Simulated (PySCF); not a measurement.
Bi(OH)3 (singlet). Computed with PBE0/[Bi def2-SVP with ECP60, O def2-SVP, H def2-SVP], scalar-relativistic core potentials, density fitting, no spin–orbit coupling, PySCF.

Harmonic bands of its minimum:

| ω (cm⁻¹) | IR (km/mol, summed over degenerate members) | degeneracy |
| --- | --- | --- |
| 126 | 39.2 | 2 |
| 171 | 34.1 | 1 |
| 294 | 164 | 2 |
| 381 | 101 | 1 |
| 565 | 195 | 2 |
| 588 | 46.1 | 1 |
| 822 | 147 | 2 |
| 846 | 9.9 | 1 |
| 3844 | 108 | 1 |
| 3844 | 86.3 | 2 |

The central atom is Bi. Infer the point group and assign the bands.

C3. The modes span 5e + 5a: 126 e, 171 a, 294 e, 381 a, 565 e, 588 a, 822 e, 846 a, 3844 a, 3844 e. The computed geometry has Bi–O 2.087 Å (×3), O–H 0.968 Å (×3); Bi–O–H 107.8° (×3), O–Bi–O 94.5° (×3).

Other isomers or separated fragments may lie lower. No spin–orbit coupling is included, which matters more the heavier the element.
